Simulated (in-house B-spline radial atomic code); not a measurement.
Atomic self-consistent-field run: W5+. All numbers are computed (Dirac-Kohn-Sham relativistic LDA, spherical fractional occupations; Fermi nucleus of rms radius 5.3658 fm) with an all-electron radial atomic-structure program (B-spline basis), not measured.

Command:
```bash
python run_scf.py task.json out
```
Settings (nuclear radius in fm, mass in u):
```
Z                74
configuration    [Xe] 4f14 5d1
hamiltonian      dirac
method           lda_x_rel,vwn
spin_polarised   False
nucleus          fermi
rms_radius       5.3658
atomic_mass      183.95093
speed_of_light   137.035999084
```

Output (hartree, bohr):
```
 radial grid: 68 intervals, B-splines of order 8, outer radius 25.4386 bohr

 iter        energy (Eh)    residual
    1      -16115.422940    8.35e-01
    2      -16116.268713    2.45e-01
    3      -16117.679222    9.35e-02
    4      -16117.783772    1.99e-02
    5      -16117.765572    3.89e-02
    6      -16117.797034    2.13e-03
    7      -16117.797090    5.75e-04
    8      -16117.797099    2.00e-05
    9      -16117.797099    2.14e-07

 total energy                    -16117.79710
 kinetic                           18082.4667
 electron-nucleus                 -40081.0429
 Hartree                            6163.0055
 exchange-correlation               -282.2264

 first-order corrections (not in the total)
   Gaunt                            19.0889
   retardation                      -2.0269
   frequency dependence             -0.3247
   self-energy                      13.8792
   Uehling                          -2.6020
   Wichmann-Kroll                    0.1034
   recoil                            0.0297

 orbital      occ     eigenvalue          <r>       <r^2>       <1/r>     <1/r^3>       r_max    small
 1s1/2      2.000     -2533.8951    0.0184316 0.000467207     86.6282           -     0.01151  7.73e-02
 2s1/2      2.000      -439.4501    0.0772485   0.0071165     21.0938           -     0.06615  1.75e-02
 2p1/2      2.000      -420.8128    0.0638747  0.00507589     21.0669           -     0.04913  1.76e-02
 2p3/2      4.000      -371.7355    0.0717894   0.0062731     17.7224     16183.1     0.05595  1.59e-02
 3s1/2      2.000      -102.9204     0.201271   0.0464514     7.74707           -      0.1862  5.77e-03
 3p1/2      2.000       -94.5279     0.191089   0.0425623      7.6682           -      0.1742  5.72e-03
 3p3/2      4.000       -83.9051     0.205778   0.0491356     6.80096     3667.29      0.1882  5.23e-03
 3d3/2      4.000       -69.6415     0.179914   0.0380259     6.70112      635.39      0.1472  5.13e-03
 3d5/2      6.000       -67.3175      0.18444   0.0398317     6.49557     540.775      0.1511  4.99e-03
 4s1/2      2.000       -22.9316     0.450813    0.229748     3.26053           -      0.4222  1.91e-03
 4p1/2      2.000       -19.4362     0.455606    0.236596       3.153           -      0.4216  1.82e-03
 4p3/2      4.000       -16.9651     0.488987    0.272196     2.84822     854.636      0.4513  1.63e-03
 4d3/2      4.000       -11.1863     0.505314    0.296211     2.63671     129.509      0.4474  1.44e-03
 4d5/2      6.000       -10.7285     0.516769    0.309617     2.56357     107.859      0.4569  1.39e-03
 5s1/2      2.000        -5.0367      1.05566     1.24894     1.27992           -      0.9614  4.40e-04
 5p1/2      2.000        -3.9717      1.14768     1.48377     1.16192           -       1.026  3.71e-04
 5p3/2      4.000        -3.5860      1.23558     1.71788     1.06216     132.405       1.105  3.24e-04
 4f5/2      6.000        -3.4605     0.597457    0.444606     2.10996     19.7805      0.4251  9.89e-04
 4f7/2      8.000        -3.3776      0.60642    0.458452     2.07974     18.8517      0.4302  9.67e-04
 5d3/2      0.400        -2.1276       1.5669     2.79206    0.818184     12.9113        1.35  1.99e-04
 5d5/2      0.600        -2.0827      1.59936     2.90663    0.799412     10.7431       1.381  1.92e-04
```

Time taken, with all properties: 2.3 s on 1 thread of Arm Neoverse V1, with other jobs on the host.

For the Dirac Hamiltonian the kinetic term is c α·p + (β - 1)c².
